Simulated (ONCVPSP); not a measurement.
Li (Z = 3): one change to an ONCV potential, before and after

* Element: Li (Z = 3)
* Generator: ONCVPSP 4.0.1
* Type: optimised norm-conserving Vanderbilt (ONCV)
* Functional: revPBE
* Relativity: scalar-relativistic
* Frozen core: none
* Valence charge: 3
* Reference configuration: 1s2 2s0.5 (charge +0.5)
* Partial waves: 1s+2s: rc 1.25 bohr, ncon 4, nbas 8, qcut 12.7 1/bohr, 2 projectors; p scattering state at 0.11 Ha: rc 1.30 bohr, ncon 4, nbas 8, qcut 7.7 1/bohr, 2 projectors, debl 0.6 Ha
* Local potential: polynomial inside 0.90 bohr (lpopt 4, dvloc0 0 Ha)
* Core correction: none

All-electron outer shells of the reference configuration (revPBE, scalar-relativistic, ld1.x):

```tsv
shell	level (eV)	outermost node (bohr)	outermost maximum (bohr)
1s	-55.86	–	0.36
2s	-5.35	0.83	2.93
```

Change: s: qcut 18.5.

Cutoffs: the cutoffs (Ha) at which the residual kinetic energy of the hardest occupied pseudo-wave falls to 1 and 0.1 mHa per electron; they do not see the model core or the augmentation charge, which bear on the density cutoff. Errors are all-electron minus pseudo energies relative to the spin-unpolarised reference configuration.

How do hardness, ghosts and transferability respond?

The potential gets harder (42 Ha and 51 Ha → 73 Ha and 86 Ha); the lowest positive-energy flag moves from none to s at 4.6 eV; the number of tests with a reliable result goes from 4 to 3; of the 3 tests that both files solve, the error grows in 2 and shrinks in 0 by more than 15 % and 0.3 meV (median size 0.1 → 0.6 meV); the range in which the s phases agree narrows (upper end at the end of the scan → 0.1); neither file shows a bound ghost. The waves are optimised to have the least kinetic energy above qcut, so the cutoff follows it (qcut²/2 in Ha).

```csv
quantity,base,changed
"cutoff, loose",42 Ha,73 Ha
"cutoff, tight",51 Ha,86 Ha
bound ghosts,none,none
GHOST(+) flags under 300 eV,none,s at 4.6 eV
tests with a reliable result,4 of 4,3 of 4
"error for 1s2 2s1, meV [ΔE -2.05 eV]",0.0,+0.3
"error for 1s2 2s0, meV [ΔE 3.27 eV]",+0.1,+0.6
"error for 1s2 2s0 2p1, meV [ΔE -0.26 eV]",+0.1,+0.8
s: phases at 1.27 bohr within 0.05 rad from the reference energy up to (Ha; the scan ends near 5),to the end of the scan,0.1
p: phases at 1.32 bohr within 0.05 rad from the reference energy up to (Ha; the scan ends near 5),to the end of the scan,to the end of the scan
```
